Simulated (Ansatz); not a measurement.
Wavefunction ladder for `[SiH3][GeH2][GaH2]`

Cartesian coordinates in Å:
```
Si 0.952 -0.814 -1.301
Ge -0.129 0.967 -0.143
Ga -1.164 0.142 1.905
H 1.587 -0.339 -2.559
H -0.038 -1.873 -1.637
H 2.001 -1.416 -0.434
H -1.164 1.587 -1.103
H 0.934 2.047 0.145
H -0.345 0.104 3.246
H -2.636 -0.407 1.882
```

Total charge 0; spin multiplicity 1. Correlated methods include outer-core shells of Ga, Ge, which these sets cover unevenly. Scalar relativity is left out up to krypton. The structure was optimised at the PBE0-D4/def2-TZVP level. Frozen core, restricted reference, Ansatz.

```
     basis      HF (Eh)  MP2 corr.
  def2-SVP  -4291.00521   -0.55658
def2-TZVPP  -4291.62191   -0.62663
def2-QZVPP  -4291.71340   -1.14746
```

Estimate the CCSD correlation energy and the (T) correction in each basis where they were run (hartree).


```json
{"basis": "def2-SVP", "CCSD corr.": "-0.59051", "(T)": "-0.01765"}
{"basis": "def2-TZVPP", "CCSD corr.": "-0.66694", "(T)": "-0.02404"}
```
